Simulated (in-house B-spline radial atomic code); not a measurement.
# Ionising Lu II (Lu+) with different functionals

Computed with a radial B-spline atomic code at the basis-set limit: scalar-relativistic (spin-free X2C) Hamiltonian, Fermi nucleus of rms radius 5.37 fm, spin-polarised at highest spin, spherical fractional occupations for the functionals, and exact exchange of hybrids averaged over the configuration. The ionisation energy is the difference of two self-consistent energies, [Xe] 4f14 6s2 → [Xe] 4f14 6s1, without Breit or QED terms; ε is the level of the shell that loses the electron (its least bound occupied spin orbital). There is no spin-orbit coupling in this Hamiltonian.

```json
{"method": "PBE0", "rung": "global hybrid", "ΔSCF (eV)": "?", "-ε(6s) (eV)": "?"}
{"method": "B3LYP", "rung": "global hybrid", "ΔSCF (eV)": "14.11", "-ε(6s) (eV)": "11.62"}
{"method": "TPSSh", "rung": "global hybrid", "ΔSCF (eV)": "13.75", "-ε(6s) (eV)": "11.23"}
{"method": "M06-2X", "rung": "global hybrid", "ΔSCF (eV)": "14.22", "-ε(6s) (eV)": "12.15"}
{"method": "BHandHLYP", "rung": "global hybrid", "ΔSCF (eV)": "13.78", "-ε(6s) (eV)": "12.21"}
{"method": "r2SCAN0", "rung": "global hybrid", "ΔSCF (eV)": "13.63", "-ε(6s) (eV)": "11.72"}
{"method": "B97-1", "rung": "global hybrid", "ΔSCF (eV)": "14.11", "-ε(6s) (eV)": "11.48"}
{"method": "HSE06", "rung": "range-separated hybrid", "ΔSCF (eV)": "?", "-ε(6s) (eV)": "?"}
{"method": "wB97X", "rung": "range-separated hybrid", "ΔSCF (eV)": "14.12", "-ε(6s) (eV)": "13.68"}
{"method": "CAM-B3LYP", "rung": "range-separated hybrid", "ΔSCF (eV)": "14.05", "-ε(6s) (eV)": "12.78"}
{"method": "LC-wPBE", "rung": "range-separated hybrid", "ΔSCF (eV)": "13.64", "-ε(6s) (eV)": "13.70"}
```

Question: What does HSE06 give?

Answer: ΔSCF 13.85 eV, and -ε(6s) = 11.35 eV.

Question: What does PBE0 give?

Answer: ΔSCF 13.83 eV, and -ε(6s) = 11.66 eV.

Question: Among the functionals, which spreads more, the ΔSCF values or the orbital energies?

Answer: The orbital energies: ΔSCF values span about 0.59 eV and the orbital energies 2.47 eV; here energy differences depend much less on the functional than eigenvalues do.

Question: How do they compare with the NIST value?

Answer: NIST lists 14.13 eV ± 0.05 (semi-empirical, ground level to ground level). Errors run from -0.50 to +0.09 eV; wB97X is closest (-0.01 eV), though others lie within the uncertainty of it, and part of that can be cancellation, since the calculations leave out Breit-QED terms.
